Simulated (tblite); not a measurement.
Species: C6H11AsOSi.
Numbering: `[CH2:1]=[CH:2][C:3](=[O:4])[Si@@H:5]1[CH2:6][CH2:7][CH2:8][AsH:9]1` (hydrogens: H10, H11 on C1; H12 on C2; H13 on Si5; H14, H15 on C6; H16, H17 on C7; H18, H19 on C8; H20 on As9)

Computed with GFN2-xTB (tblite), gas phase: L-BFGS steps from a force-field or distance-geometry start until the largest atomic force falls under 0.01 eV/Å.

Step 18: E = -722.5596 eV
```
atom  x, y, z in Å  |  force x, y, z in eV/Å
C1      3.5935    0.1295   -0.5134   -0.003  -0.021   0.005
C2      2.2893    0.1845   -0.2781   -0.005  -0.001   0.012
C3      1.7430    0.2103    1.0961   -0.001   0.043   0.046
O4      2.4575    0.2101    2.0793   -0.048  -0.001  -0.026
Si5    -0.1694    0.3191    1.2596   -0.020  -0.037  -0.030
C6     -0.9662   -1.2144    0.4163    0.020   0.014   0.013
C7     -2.1822   -0.7406   -0.3708    0.013   0.014   0.022
C8     -1.8440    0.4777   -1.2212    0.009  -0.003  -0.011
As9    -1.0927    1.9709   -0.1311   -0.049  -0.031   0.012
H10     4.0154    0.1042   -1.5039    0.001   0.010  -0.008
H11     4.2769    0.1032    0.3204    0.034  -0.004  -0.006
H12     1.5618    0.2123   -1.0813   -0.006   0.018  -0.012
H13    -0.5018    0.3583    2.6908   -0.004  -0.009   0.021
H14    -0.2548   -1.6905   -0.2623   -0.016  -0.007   0.002
H15    -1.2691   -1.9649    1.1459    0.031  -0.015  -0.022
H16    -2.9781   -0.4714    0.3309   -0.016  -0.013   0.013
H17    -2.5608   -1.5473   -1.0076   -0.010   0.027   0.021
H18    -1.0933    0.2108   -1.9727    0.022  -0.022  -0.022
H19    -2.7270    0.8147   -1.7720   -0.013   0.033   0.016
H20    -2.3033    2.0562    0.7721    0.063   0.004  -0.048
```

Step 19: E = -722.5603 eV
```
atom  x, y, z in Å  |  force x, y, z in eV/Å
C1      3.5934    0.1295   -0.5122   -0.014  -0.025   0.003
C2      2.2895    0.1846   -0.2754   -0.001   0.019   0.019
C3      1.7430    0.2123    1.0986   -0.014   0.028   0.039
O4      2.4558    0.2119    2.0830   -0.043   0.002  -0.033
Si5    -0.1699    0.3195    1.2594   -0.015  -0.047  -0.021
C6     -0.9665   -1.2143    0.4144    0.032   0.013   0.024
C7     -2.1840   -0.7409   -0.3703    0.020   0.017   0.020
C8     -1.8446    0.4751   -1.2233    0.015   0.033   0.006
As9    -1.0911    1.9705   -0.1335   -0.044  -0.050  -0.001
H10     4.0102    0.1042   -1.5044    0.020   0.010  -0.014
H11     4.2791    0.1020    0.3194    0.036  -0.005  -0.004
H12     1.5630    0.2161   -1.0793   -0.013   0.010  -0.006
H13    -0.4965    0.3533    2.6930   -0.011  -0.005   0.004
H14    -0.2562   -1.6894   -0.2667   -0.019   0.000   0.012
H15    -1.2658   -1.9657    1.1447    0.026  -0.013  -0.028
H16    -2.9793   -0.4704    0.3317   -0.009  -0.011   0.012
H17    -2.5633   -1.5481   -1.0054   -0.016   0.018   0.014
H18    -1.0935    0.2067   -1.9748   -0.001  -0.016  -0.010
H19    -2.7280    0.8160   -1.7716   -0.002   0.017   0.009
H20    -2.3005    2.0594    0.7696    0.053   0.002  -0.046
```

**Question.** Estimate the geometry and energy of step 20. (The exact step hangs on the optimiser's Hessian estimate; all steps are aligned on step 19, rigid shifts and turns removed.)

**Answer.** E = -722.5610 eV, largest force 0.056 eV/Å
```
atom  x, y, z in Å  |  force x, y, z in eV/Å
C1      3.5932    0.1291   -0.5110   -0.016  -0.023   0.000
C2      2.2896    0.1850   -0.2727    0.003   0.036   0.017
C3      1.7422    0.2146    1.1009   -0.024   0.010   0.013
O4      2.4534    0.2136    2.0861   -0.028   0.006  -0.020
Si5    -0.1707    0.3189    1.2590   -0.009  -0.036   0.001
C6     -0.9662   -1.2141    0.4130    0.027   0.005   0.022
C7     -2.1852   -0.7409   -0.3695    0.017   0.016   0.012
C8     -1.8447    0.4732   -1.2250    0.013   0.047   0.019
As9    -1.0903    1.9692   -0.1355   -0.011  -0.051  -0.019
H10     4.0059    0.1045   -1.5051    0.030   0.008  -0.010
H11     4.2816    0.1009    0.3184    0.029  -0.007  -0.008
H12     1.5640    0.2197   -1.0778   -0.014   0.005   0.005
H13    -0.4921    0.3490    2.6948   -0.018  -0.002  -0.013
H14    -0.2577   -1.6884   -0.2703   -0.013   0.005   0.013
H15    -1.2624   -1.9666    1.1432    0.016  -0.016  -0.025
H16    -2.9805   -0.4697    0.3326    0.002  -0.007   0.011
H17    -2.5658   -1.5484   -1.0031   -0.018   0.011   0.009
H18    -1.0937    0.2029   -1.9768   -0.025  -0.007   0.003
H19    -2.7287    0.8177   -1.7709    0.010   0.001   0.002
H20    -2.2972    2.0621    0.7666    0.026  -0.001  -0.032
```

The energy changes by -0.0006 eV. The first-order estimate −F·Δx gives -0.0009 eV and the mean of the old and new forces, exact on a quadratic surface, -0.0006 eV. The step makes an angle of 71° with the force vector and moves no atom by more than 0.006 Å.

The cost below is that of the whole relaxation. Time: 1.4 s wall. Hardware: one thread of an Arm Neoverse N1 (shared host).
